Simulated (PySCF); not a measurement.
Compound: C5H6F2O (charge +1 and doublet state).
Structure used (GFN2-xTB), in Å, numbered top down from 1:
```xyz
14
C5H6F2O angstrom
C      2.3288    0.1673    0.2318
C      0.9157   -0.0578   -0.1569
O      0.5414   -0.4471   -1.2332
C     -0.0896    0.2520    0.9222
F      0.4176    0.6564    2.0652
C     -1.4092    0.0967    0.7287
C     -2.0223   -0.2496   -0.5625
F     -3.0111   -1.1476   -0.4439
H      2.4594    1.1696    0.6450
H      2.9827    0.0134   -0.6243
H      2.5834   -0.5340    1.0332
H     -2.0700    0.1347    1.5949
H     -1.2120   -0.6773   -1.2364
H     -2.4153    0.6226   -1.1155
```

The hyperfine couplings belong to this conformer and change with its torsions.

As a line formula: `CC(=O)[C+](F)[CH]CF` [radical] (charge +1).

Method: PySCF 2.14.0, UKS B3LYP, pcH-1 on C F H O, non-relativistic, mean-field spin-orbit, GIAO. The structure is a single GFN2-xTB conformer in the gas phase; no vibrational or solvent corrections. Couplings are sensitive to structure, and on GFN2-xTB geometries they can be far from those on DFT ones, by a factor of two or more for some ions and for spin on atoms past the first row. No stability test was run, so a lower SCF solution isn't excluded.

Question: The isotropic 13C couplings are -41.5, +37.2, +27.6, -2.6 MHz. Assign them to C1; C2; C4; C7.

Answer: 
```csv
site,a_iso (MHz),ρ(0) (bohr⁻³),position,distance from O3 (Å),spin population,largest |T| (MHz)
C1,+27.6,+0.0245,2 bonds from O3,2.39,+0.07,16.0
C2,-41.5,-0.0370,1 bond from O3,1.20,-0.06,12.4
C4,+37.2,+0.0331,2 bonds from O3,2.35,+0.22,42.7
C7,-2.6,-0.0023,4 bonds from O3,2.66,+0.09,30.6
```

Question: The isotropic 19F couplings are +57.6, +41.1 MHz. Assign them to F5; F8.

Answer: 
```
site  a_iso (MHz)  ρ(0) (bohr⁻³)         position  distance from O3 (Å)  bound to  spin population there  largest |T| (MHz)
  F5        +57.6        +0.0137  3 bonds from O3                  3.48        C4                  +0.22              235.2
  F8        +41.1        +0.0098  5 bonds from O3                  3.71        C7                  +0.09              281.4
```

Question: Match the computed a_iso(1H) values +149.6, +42.5, -1.7 MHz (means over equivalent nuclei) with the sites H9/H10/H11; H12; H13/H14.

Answer: 
```
      site  a_iso (MHz)  ρ(0) (bohr⁻³)         position  distance from O3 (Å)  bound to  spin population there  largest |T| (MHz)
H9/H10/H11         -1.7        -0.0004  3 bonds from O3                  2.91        C1                  +0.07                4.8
       H12        +42.5        +0.0095  4 bonds from O3                  3.89        C6                  +0.05                7.4
   H13/H14       +149.6        +0.0335  5 bonds from O3                  2.46        C7                  +0.09               20.0
```

ρ(0) is the spin density at the nucleus and T the dipolar tensor; entries for several nuclei are means. The largest Mulliken spin populations are on O3 (+0.42), C4 (+0.22), C7 (+0.09) and C1 (+0.07).

Means are taken over nuclei equivalent by connectivity, which assumes that they swap fast. The three 1H nuclei of mean -1.7 MHz run from -8.9 to 9.3 MHz in the frozen geometry. The 1H value of +149.6 MHz is a mean of couplings from 96.6 to 202.6 MHz in this one geometry, not an average over conformers.

C6, the radical centre as drawn in `CC(=O)[C+](F)[CH]CF`, holds a spin population of +0.05 out of 1.
